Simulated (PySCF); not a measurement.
Basis-set dependence of population analyses: `CC[B@H-]([NH3+])Cl`

Species: C2H9BClN.
Z-matrix (Å and degrees, PBE0-D3(BJ)/def2-SVP geometry), rows numbered from 1:
```
C 
C   1  1.5265
B   2  1.6019  1  114.65
N   3  1.6332  2  108.36  1   -64.29
Cl  3  1.8681  2  113.27  1  -177.11
H   1  1.1019  2  112.81  3  -178.42
H   1  1.1022  2  111.24  3   -57.73
H   1  1.1067  2  112.55  3    61.95
H   2  1.1033  1  109.26  3   120.13
H   2  1.1074  1  110.12  3  -125.27
H   3  1.2229  2  115.41  1    52.86
H   4  1.0219  3  111.31  2    61.70
H   4  1.0211  3  109.91  2  -177.38
H   4  1.0227  3  109.94  2   -58.87
```

PBE0 throughout (PySCF), one geometry, spherical d and f functions. Isolated species at its PBE0-D3(BJ)/def2-SVP geometry (one conformer only). Atoms taken as equivalent share a column and are averaged. The first 7 of 10 kinds of atom are listed.

Mulliken charges (e):

```csv
basis,functions,C1,C2,B3,N4,Cl5,H6/H7/H8,H9
STO-3G,38,-0.230,-0.236,+0.200,-0.413,-0.370,+0.063,+0.073
6-31G,67,-0.503,-0.417,+0.163,-0.869,-0.249,+0.149,+0.177
pcSseg-0,67,-0.663,-0.792,+0.393,-0.817,-0.373,+0.214,+0.249
6-31G*,92,-0.533,-0.411,+0.157,-0.872,-0.302,+0.158,+0.181
cc-pVDZ,119,-0.108,-0.110,-0.067,+0.068,-0.299,+0.029,+0.045
def2-SVP,119,-0.101,-0.137,-0.035,-0.018,-0.283,+0.027,+0.053
"6-311+G(2d,p)",197,-0.566,-0.259,+0.183,-0.582,-0.382,+0.136,+0.146
aug-cc-pVDZ,200,+0.341,+0.632,-0.288,-0.069,-0.520,-0.161,-0.312
def2-TZVP,215,-0.361,-0.258,-0.072,-0.406,-0.302,+0.111,+0.114
IGLO-III,274,-0.382,-0.333,+0.109,-0.577,-0.229,+0.106,+0.135
cc-pVTZ,280,-0.313,-0.258,-0.024,-0.018,-0.309,+0.089,+0.100
pcSseg-2,313,-0.095,-0.182,+0.207,-0.204,-0.323,+0.023,+0.042
```

IAO charges (e):

| basis | functions | C1 | C2 | B3 | N4 | Cl5 | H6/H7/H8 | H9 |
| --- | --- | --- | --- | --- | --- | --- | --- | --- |
| STO-3G | 38 | -0.385 | -0.379 | -0.060 | -0.365 | -0.237 | +0.119 | +0.138 |
| 6-31G | 67 | -0.418 | -0.395 | -0.022 | -0.448 | -0.275 | +0.130 | +0.154 |
| pcSseg-0 | 67 | -0.410 | -0.403 | -0.029 | -0.420 | -0.267 | +0.128 | +0.154 |
| 6-31G* | 92 | -0.397 | -0.387 | -0.008 | -0.431 | -0.274 | +0.123 | +0.147 |
| cc-pVDZ | 119 | -0.396 | -0.387 | -0.012 | -0.425 | -0.271 | +0.122 | +0.146 |
| def2-SVP | 119 | -0.386 | -0.382 | -0.014 | -0.415 | -0.263 | +0.119 | +0.143 |
| 6-311+G(2d,p) | 197 | -0.410 | -0.399 | -0.011 | -0.446 | -0.274 | +0.128 | +0.151 |
| aug-cc-pVDZ | 200 | -0.408 | -0.396 | -0.010 | -0.442 | -0.277 | +0.127 | +0.150 |
| def2-TZVP | 215 | -0.410 | -0.399 | -0.009 | -0.446 | -0.272 | +0.127 | +0.151 |
| IGLO-III | 274 | -0.411 | -0.400 | -0.011 | -0.448 | -0.270 | +0.128 | +0.151 |
| cc-pVTZ | 280 | -0.411 | -0.399 | -0.009 | -0.446 | -0.274 | +0.128 | +0.151 |
| pcSseg-2 | 313 | -0.410 | -0.399 | -0.009 | -0.447 | -0.274 | +0.128 | +0.151 |

Hirshfeld charges (e):

| basis | functions | C1 | C2 | B3 | N4 | Cl5 | H6/H7/H8 | H9 |
| --- | --- | --- | --- | --- | --- | --- | --- | --- |
| STO-3G | 38 | -0.046 | -0.094 | +0.095 | +0.018 | -0.351 | +0.005 | +0.011 |
| 6-31G | 67 | -0.103 | -0.140 | +0.035 | -0.053 | -0.249 | +0.026 | +0.034 |
| pcSseg-0 | 67 | -0.105 | -0.148 | +0.029 | -0.053 | -0.223 | +0.026 | +0.031 |
| 6-31G* | 92 | -0.104 | -0.140 | +0.034 | -0.053 | -0.251 | +0.026 | +0.035 |
| cc-pVDZ | 119 | -0.113 | -0.154 | +0.032 | -0.071 | -0.222 | +0.028 | +0.035 |
| def2-SVP | 119 | -0.116 | -0.160 | +0.025 | -0.074 | -0.204 | +0.029 | +0.035 |
| 6-311+G(2d,p) | 197 | -0.121 | -0.164 | +0.035 | -0.094 | -0.205 | +0.032 | +0.036 |
| aug-cc-pVDZ | 200 | -0.127 | -0.168 | +0.038 | -0.101 | -0.200 | +0.034 | +0.037 |
| def2-TZVP | 215 | -0.123 | -0.163 | +0.035 | -0.095 | -0.206 | +0.032 | +0.037 |
| IGLO-III | 274 | -0.127 | -0.168 | +0.033 | -0.104 | -0.185 | +0.033 | +0.036 |
| cc-pVTZ | 280 | -0.123 | -0.162 | +0.035 | -0.094 | -0.211 | +0.032 | +0.037 |
| pcSseg-2 | 313 | -0.128 | -0.166 | +0.037 | -0.103 | -0.202 | +0.034 | +0.037 |

Some averages cover members that differ in this geometry, most widely: H6/H7/H8, Mulliken in pcSseg-2 -0.024 to +0.050; H6/H7/H8, Mulliken in aug-cc-pVDZ -0.189 to -0.115; H6/H7/H8, Mulliken in def2-TZVP +0.069 to +0.134; H6/H7/H8, Mulliken in 6-311+G(2d,p) +0.099 to +0.160 e.

Problem. Which scheme is steadiest as the basis changes?

Solution. Largest range over the bases for any column: IAO 0.08 e, Hirshfeld 0.17 e, Mulliken 1.42 e. IAO charges move least and Mulliken charges most, counted in e. Without the minimal STO-3G basis the ranges are IAO 0.03, Hirshfeld 0.07, Mulliken 1.42 e.

Problem. How much do the charges still move between the two largest bases, cc-pVTZ and pcSseg-2?

Solution. At most, over all atoms: Mulliken 0.231 e, IAO 0.001 e, Hirshfeld 0.009 e.

Problem. What do the same runs give for the total energy, the frontier levels and the dipole moment?

Solution. 
```
        basis  energy (Eh)  HOMO (eV)  LUMO (eV)  μ (D)
       STO-3G    -614.2103      -4.64       7.39   6.73
        6-31G    -621.0789      -6.97       0.85   6.24
     pcSseg-0    -620.2701      -7.06       0.51   6.26
       6-31G*    -621.1242      -6.97       0.97   5.90
      cc-pVDZ    -621.1636      -6.99       0.45   5.76
     def2-SVP    -620.8928      -6.91       0.47   5.68
6-311+G(2d,p)    -621.2147      -7.22      -0.73   5.56
  aug-cc-pVDZ    -621.1794      -7.21      -0.86   5.51
    def2-TZVP    -621.2246      -7.17      -0.08   5.53
     IGLO-III    -621.2293      -7.16      -0.34   5.42
      cc-pVTZ    -621.2310      -7.16      -0.02   5.55
     pcSseg-2    -621.2377      -7.22      -0.46   5.58
```

The dipole is fixed by the density alone, so its range of 1.31 D shows that the density itself changes with the basis, not only its division among atoms.
